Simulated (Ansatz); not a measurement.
Cost and result for the atomization energy of `[CH3][Ge]([F])([SiH3])[Cl]` (11 atoms, 10 bonds).

| atom | x (Å) | y (Å) | z (Å) |
| --- | --- | --- | --- |
| C1 | -1.7983 | -0.4350 | 0.3303 |
| Ge2 | -0.2554 | 0.4004 | -0.4853 |
| F3 | -0.5301 | 2.1208 | -0.3870 |
| Si4 | 1.9598 | -0.0032 | 0.3070 |
| Cl5 | -0.2941 | -0.0458 | -2.5977 |
| H6 | -2.6957 | -0.0813 | -0.1781 |
| H7 | -1.7321 | -1.5191 | 0.2333 |
| H8 | -1.8493 | -0.1663 | 1.3863 |
| H9 | 2.2476 | -1.4522 | 0.1579 |
| H10 | 2.9031 | 0.8007 | -0.5058 |
| H11 | 2.0445 | 0.3810 | 1.7391 |

Charge 0, multiplicity 1. Correlated methods include outer-core shells of Ge, which these sets cover unevenly. Scalar relativity is left out up to krypton. The structure was optimised at the PBE0-D4/def2-TZVP level. Program: Ansatz. All runs use 2 threads of an AMD EPYC 7R13 on a shared host and a share of an NVIDIA H100 80 GB. Times are those of one run each, without the atoms' runs, and a repeat can differ threefold. Electronic energies, without spin–orbit coupling; frozen cores. CCSD(T)/CBS adds CCSD(T) − MP2 in def2-TZVPP to the MP2 limit, and its time is that of the two runs behind it. T1 = 0.011. With those shells the extrapolation isn't a true limit.

CCSD(T)/CBS is a level of theory with its own doubt, some kJ/mol a heavy atom from the limit and from the frozen cores, so smaller differences don't rank the functionals.

| level | functions | wall time | atomization (kcal/mol) | difference from CCSD(T)/CBS | per bond |
| --- | --- | --- | --- | --- | --- |
| PBE0-D4/def2-TZVPP | 278 | 1.4 s | 863.2 | -8.1 | -0.8 |
| CCSD(T)/def2-SVP | 126 | 1.5 s | 813.4 | -57.9 | -5.8 |
| PBE-D4/def2-TZVPP (with forces) | 278 | 1.5 s | 872.4 | 1.1 | 0.1 |
| r2SCAN-D4/def2-TZVPP (with forces) | 278 | 1.8 s | 871.6 | 0.3 | 0.0 |
| B97M-V/def2-TZVPP | 278 | 1.8 s | 875.2 | 3.9 | 0.4 |
| CAM-B3LYP-D4/def2-TZVPP | 278 | 1.8 s | 868.0 | -3.3 | -0.3 |
| r2SCANh-D4/def2-TZVPP | 278 | 1.8 s | 866.9 | -4.4 | -0.4 |
| PBE-QIDH/def2-TZVPP | 278 | 1.9 s | 862.7 | -8.6 | -0.9 |
| B2PLYP/def2-TZVPP | 278 | 2 s | 856.0 | -15.3 | -1.5 |
| ωB97X-V/def2-TZVPP | 278 | 2.2 s | 874.4 | 3.1 | 0.3 |
| MP2/def2-QZVPP | 523 | 3 s | 871.7 | 0.4 | 0.0 |
| CCSD(T)/def2-TZVPP | 278 | 3.7 s | 851.3 | -20.0 | -2.0 |
| CCSD(T)/CBS(def2) | – | 6.6 s | 871.3 | 0.0 | 0.0 |

The D4 term adds +10.2 kcal/mol with B3LYP and +5.4 kcal/mol with PBE0; it sums over pairs of atoms, weighted by their polarisabilities, and B3LYP, whose exchange is more repulsive, gets the larger term. At CCSD(T), def2-SVP lies −57.9 kcal/mol from the extrapolated value and def2-TZVPP −20.0 kcal/mol: correlation converges slowly with the basis, and small sets miss more of it in the bonded molecule than in its fragments. From BLYP to BHLYP (50 % exact exchange), in def2-TZVPP and without D4, the atomization energy moves by −6.1 kcal/mol: exact exchange takes away binding that semilocal exchange gives to molecules.

B3LYP here is the variant with VWN-RPA as its local correlation; programs differ in this.
